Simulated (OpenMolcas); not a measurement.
**Pr V: the spin-orbit constant, worked from levels**

```yaml
Program: OpenMolcas 26.06
Basis: ANO-RCC-VDZP [7s6p4d2f1g]
Scalar_Hamiltonian: DKH2, point nucleus
Active_space: 1 electron in 12 orbitals (RAS2 4f; RAS3 5d, at most 1 electron)
State_averaging: 2S+1 = 2 odd, 7 roots; 2S+1 = 2 even, 5 roots
Spin-orbit_coupling: state interaction with AMFI integrals over the reference wave functions, term energies averaged over their components
```

Methods: RASSCF; SS-RASPT2, IPEA 0.25 Eh, imaginary shift 0.1 Eh (closed shells correlated: 5s 5p). Measured levels: Martin, Zalubas and Hagan, Atomic Energy Levels: The Rare-Earth Elements, NSRDS-NBS 60 (1978).

**The spin-orbit constant.** For the Hund term ²F° of f1, E(J) = (A/2) J(J+1) + constant and ζ = 2S·A = A. From J = 5/2 to J = 7/2 the energy changes by 3.5 A.

```csv
Source,E(7/2) - E(5/2),A,ζ
RASSCF,3145.5,898.7,899
SS-RASPT2,3145.5,898.7,899
measured,3027.4,865.0,865
```

All in cm-1. SS-RASPT2 is off by +3.9 % and RASSCF by +3.9 %. Both methods take the spin-orbit matrix elements from the reference wave functions, so the second can move ζ only through the term energies and any multistate remixing.

CASPT2 does not keep the components of a term degenerate, so their means are used; among the terms shown or strongly mixed into the levels shown the widest spread is 58 cm-1 (4f ²F°, SS-RASPT2). The basis is small and was not contracted for so high a charge. With one active electron the reference holds no correlation, so core polarisation is missing (holds for RASSCF). With one active electron, CASPT2 adds the correlation within the correlated inactive shells and between them and that electron, and leaves the splitting within a term as the reference gives it (holds for SS-RASPT2). Computed and measured levels are paired by configuration, term and J; levels that our copy of the source lacks, or whose pairing is in doubt (as where it misses far off the trend of its configuration), stay unpaired and out of the deviations. Only configurations of the active space appear.

° marks odd parity.
